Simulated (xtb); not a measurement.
C$_{4}$H$_{8}$O$_{2}$, charge +1, doublet, at a GFN2-xTB geometry (a state made from the parent by changing its charge; the spin is typed, not shown lowest); GFN1-xTB (xtb).

xtb was given this input:
```
$ xtb mol.xyz --gfn 1 --chrg 1 --uhf 1 --json

# file mol.xyz
14

C      1.24838121     0.56633122     0.05490556
C      0.95109126    -0.88057717     0.44967831
O     -0.15829135    -1.41723176    -0.19263771
C     -1.10562953    -0.50305209    -0.63774859
C     -1.09384294     0.81729805     0.13316473
O      0.15829135     1.41723176     0.19263771
H      2.07764636     0.99644659     0.62759449
H      1.55719393     0.55712742    -1.01008607
H      1.79779810    -1.55014425     0.26147632
H      0.76493273    -0.88889739     1.54280820
H     -0.89358449    -0.26296187    -1.69937506
H     -2.08246681    -0.99858341    -0.60791300
H     -1.79297765     1.55228106    -0.28115781
H     -1.42854218     0.59473184     1.16665293
```

Question: Predict the main parts of the log of this xtb run.

Answer: 
```
   ID    Z sym.   atoms
    1    6 C      1, 2, 4, 5
    2    8 O      3, 6
    3    1 H      7-14

           -------------------------------------------------
          |                Calculation Setup                |
           -------------------------------------------------

           -------------------------------------------------
          |                 G F N 1 - x T B                 |
           -------------------------------------------------

          ...................................................
          :                      SETUP                      :
          :.................................................:
          :  # basis functions                  40          :
          :  # atomic orbitals                  40          :
          :  # shells                           28          :
          :  # electrons                        35          :
          :  # halogen bonds                     0          :
          :  max. iterations                   250          :
          :  Hamiltonian                  GFN1-xTB          :
          :  restarted?                      false          :
          :  GBSA solvation                  false          :
          :  PC potential                    false          :
          :  electronic temp.          300.0000000     K    :
          :  accuracy                    1.0000000          :
          :  -> integral cutoff          0.2500000E+02      :
          :  -> integral neglect         0.1000000E-07      :
          :  -> SCF convergence          0.1000000E-05 Eh   :
          :  -> wf. convergence          0.2000000E-04 e    :
          :  Broyden damping             0.4000000          :
          :  net charge                          1          :
          :  unpaired electrons                  1          :
          ...................................................

 iter      E             dE          RMSdq      gap      omega  full diag
   1    -21.7518160 -0.217518E+02  0.720E+00    8.29       0.0  T
   2    -21.8113419 -0.595259E-01  0.439E+00    8.30       1.0  T
   3    -21.8117666 -0.424703E-03  0.935E-01    8.46       1.0  T
   4    -21.8120523 -0.285735E-03  0.397E-02    8.41       1.0  T
   5    -21.8120691 -0.167522E-04  0.585E-04    8.40      45.7  T
   6    -21.8120691 -0.153070E-08  0.205E-04    8.40     130.3  T
   7    -21.8120691 -0.200604E-09  0.254E-05    8.40    1050.4  T
   8    -21.8120691  0.106937E-11  0.802E-06    8.40    3333.5  T

[...]
         :: total energy             -21.632967206364 Eh    ::
[...]
     3O    -0.34765 -0.45091   1.683  4.665  0.000
     4C     0.18854  0.11289   1.014  2.797  0.000
     5C     0.18854  0.11289   1.014  2.797  0.000
     6O    -0.34765 -0.45091   1.683  4.665  0.000
     7H     0.10774  0.17103   0.892  0.000  0.000
     8H     0.12753  0.19154   0.872  0.000  0.000
     9H     0.10774  0.17103   0.892  0.000  0.000
    10H     0.12754  0.19154   0.872  0.000  0.000
    11H     0.12754  0.19154   0.872  0.000  0.000
    12H     0.10774  0.17103   0.892  0.000  0.000
    13H     0.10774  0.17103   0.892  0.000  0.000
    14H     0.12753  0.19154   0.872  0.000  0.000

Wiberg/Mayer (AO) data.
largest (>0.10) Wiberg bond orders for each atom

 ---------------------------------------------------------------------------
     #   Z sym  total        # sym  WBO       # sym  WBO       # sym  WBO
 ---------------------------------------------------------------------------
     1   6 C    3.895 --     6 O    0.992     2 C    0.965     7 H    0.948
                             8 H    0.869
     2   6 C    3.895 --     3 O    0.992     1 C    0.965     9 H    0.948
                            10 H    0.869
     3   8 O    2.246 --     4 C    0.992     2 C    0.992
     4   6 C    3.895 --     3 O    0.992     5 C    0.965    12 H    0.948
                            11 H    0.869
     5   6 C    3.895 --     6 O    0.992     4 C    0.965    13 H    0.948
                            14 H    0.869
     6   8 O    2.246 --     5 C    0.992     1 C    0.992
     7   1 H    0.996 --     1 C    0.948
     8   1 H    0.983 --     1 C    0.869
     9   1 H    0.996 --     2 C    0.948
    10   1 H    0.983 --     2 C    0.869
    11   1 H    0.983 --     4 C    0.869
    12   1 H    0.996 --     4 C    0.948
    13   1 H    0.996 --     5 C    0.948
    14   1 H    0.983 --     5 C    0.869
 ---------------------------------------------------------------------------

Topologies differ in total number of bonds
Writing topology from bond orders to xtbtopo.mol

 dipole moment from electron density (au)
     X       Y       Z
  -0.0000  -0.0000  -0.0000  total (Debye):    0.000

           -------------------------------------------------
          | TOTAL ENERGY              -21.632967206364 Eh   |
          | GRADIENT NORM               0.017070967456 Eh/α |
          | HOMO-LUMO GAP               8.398359377071 eV   |
           -------------------------------------------------

normal termination of xtb
```
